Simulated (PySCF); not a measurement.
In(F)(SH)2 (FH₂InS₂), SMILES [SH][In]([SH])[F]. Atoms are numbered in the order given.

```xyz
6

In     0.1876     0.0057     0.0000
F      2.1493    -0.1319     0.0000
S     -0.9552    -2.1126     0.0000
H      0.2217    -2.7851     0.0000
S     -0.7177     2.2324     0.0000
H     -1.9930     1.7742     0.0000
```
Charge 0, spin multiplicity 1.

Geometry optimised at B3LYP-D3(BJ)/def2-SVP. The def2 effective core potentials stand for the cores of In; spin–orbit coupling is left out. The values are those of a single conformer.

Method: B3LYP-D3(BJ)/def2-SVP (PySCF 2.14.0).

Frequencies are harmonic and unscaled.

Computed normal modes with their intensities:
| mode | ν (cm⁻¹) | IR (km/mol) | Raman (Å⁴/amu) | depolarisation | moving atoms (share of kinetic energy) |
|---|---|---|---|---|---|
| 1 | 72 | 4.6 | 3.2 | 0.68 | S 71 %, In 21 % |
| 2 | 103 | 11.3 | 0.1 | 0.75 | In 40 %, S 30 %, F 27 % |
| 3 | 117 | 21.8 | 1.9 | 0.74 | F 71 %, S 17 %, In 10 % |
| 4 | 184 | 33.9 | 0.6 | 0.75 | H 96 % |
| 5 | 222 | 2.6 | 5.0 | 0.75 | H 93 % |
| 6 | 321 | 2.3 | 41.0 | 0.20 | S 89 % |
| 7 | 374 | 45.5 | 4.0 | 0.75 | S 66 %, In 32 % |
| 8 | 602 | 58.8 | 6.5 | 0.21 | F 85 %, In 14 % |
| 9 | 674 | 4.2 | 2.9 | 0.75 | H 95 % |
| 10 | 701 | 6.9 | 5.2 | 0.73 | H 94 % |
| 11 | 2663 | 3.7 | 63.1 | 0.71 | H 97 % |
| 12 | 2663 | 0.1 | 213.2 | 0.21 | H 97 % |
